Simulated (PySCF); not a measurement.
Species: C3H14OSi3.
InChI=1S/C3H14OSi3/c1-2-3-6-7-4-5/h2-3,6-7H2,1,5H3

Level: B3LYP/def2-SVPD in PySCF, non-relativistic, on one gas-phase PBE0-D3(BJ)/def2-SVP geometry that isn't relaxed in the solvent. The solvent is an IEF-PCM continuum (Bondi radii, 1.10 Å for H, scaled by 1.2), and excitations are vertical TDDFT with non-equilibrium linear response and a frozen core. Specific hydrogen bonds and non-electrostatic terms are outside this model.

Gas-phase singlets (H = HOMO, L = LUMO):

| state | E (eV) | λ (nm) | f | leading configurations |
| --- | --- | --- | --- | --- |
| S1 | 5.717 | 217 | 0.016 | H→L 98% |
| S2 | 6.618 | 187 | 0.001 | H-1→L 97% |
| S3 | 6.778 | 183 | 0.002 | H→L+1 95% |
| S4 | 6.942 | 179 | 0.031 | H→L+2 57%, H-2→L 35% |
| S5 | 6.969 | 178 | 0.047 | H-2→L 54%, H→L+2 27%, H→L+3 12% |

What are the lowest 5 singlets in chloroform (ε = 4.711)?

```json
{"state": "S1", "E (eV)": "5.711", "λ (nm)": "217", "f": "0.024", "leading configurations": "H→L 98%", "change by rank (eV)": "-0.006"}
{"state": "S2", "E (eV)": "6.654", "λ (nm)": "186", "f": "0.002", "leading configurations": "H-2→L 97%", "change by rank (eV)": "+0.036"}
{"state": "S3", "E (eV)": "6.798", "λ (nm)": "182", "f": "0.003", "leading configurations": "H→L+1 95%", "change by rank (eV)": "+0.020"}
{"state": "S4", "E (eV)": "6.880", "λ (nm)": "180", "f": "0.077", "leading configurations": "H-1→L 89%", "change by rank (eV)": "-0.062"}
{"state": "S5", "E (eV)": "6.937", "λ (nm)": "179", "f": "0.042", "leading configurations": "H→L+2 68%, H→L+3 21%", "change by rank (eV)": "-0.032"}
```

How do the frontier levels move from gas to chloroform?

```json
{"orbital": "LUMO+2", "gas (eV)": "0.40", "solvent (eV)": "0.49", "change (eV)": "+0.09"}
{"orbital": "LUMO+1", "gas (eV)": "0.22", "solvent (eV)": "0.34", "change (eV)": "+0.12"}
{"orbital": "LUMO", "gas (eV)": "-0.74", "solvent (eV)": "-0.65", "change (eV)": "+0.09"}
{"orbital": "HOMO", "gas (eV)": "-7.40", "solvent (eV)": "-7.32", "change (eV)": "+0.08"}
{"orbital": "HOMO-1", "gas (eV)": "-8.40", "solvent (eV)": "-8.30", "change (eV)": "+0.10"}
{"orbital": "HOMO-2", "gas (eV)": "-8.48", "solvent (eV)": "-8.36", "change (eV)": "+0.12"}
{"orbital": "HOMO-3", "gas (eV)": "-9.02", "solvent (eV)": "-8.94", "change (eV)": "+0.08"}
```

The HOMO–LUMO gap goes from 6.66 to 6.66 eV. Rows go by rank; for HOMO-3, HOMO-2 and HOMO-1 the atom shares or the degeneracy differ between the runs, so the row needn't follow one orbital.

Conformer computed: `[CH3:1][CH2:2][CH2:3][SiH2:4][SiH2:5][O:6][SiH3:7]`: C1–C2–C3–Si4 179°, C2–C3–Si4–Si5 59°, C3–Si4–Si5–O6 176°, Si4–Si5–O6–Si7 47°.
